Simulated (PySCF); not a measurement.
# Distorted geometries of [Ce(CO)]3+

[Ce(CO)]3+ (singlet in the valence; each metal's 4f electrons, 1 of them, lie in its core potential, out of spins and levels). PySCF 2.14.0, RKS BP86, Ce lcecp-1-SVP with ECP47, C def2-SVP, O def2-SVP; non-relativistic Hamiltonian with scalar-relativistic core potentials where named; density fitting; no spin-orbit coupling. Relaxed geometry:

```xyz
3

Ce    0.0000    0.0000   -0.6896
C     0.0000    0.0000    2.0320
O     0.0000    0.0000    3.1596
```

Question: Order these distorted geometries by energy above the relaxed one, lowest first.
A.
```xyz
3

Ce    0.0567   -0.0014   -0.6654
C    -0.0188    0.0079    1.9403
O    -0.0379   -0.0065    3.2271
```
B.
```xyz
3

Ce   -0.0015    0.0864   -0.7822
C     0.0469   -0.0298    2.0718
O    -0.0454   -0.0565    3.2123
```
C.
```xyz
3

Ce   -0.1155   -0.1384   -0.7076
C     0.0114   -0.0231    2.0733
O     0.1041    0.1615    3.1362
```

Answer: B (0.06 eV), C (0.16 eV), A (1.16 eV).

Question: Which forces (eV/Å) act in the one that lies 1.16 eV up?

Answer: 
```
Ce    0.01   0.00  -0.65
C    -0.18  -0.14  12.29
O     0.16   0.14 -11.64
```
Forces carry noise of the integration grid, about 0.01 to 0.03 eV/Å.

An lcecp potential fixes the number of 4f electrons, so in runs with it no electron can move into or out of that shell.
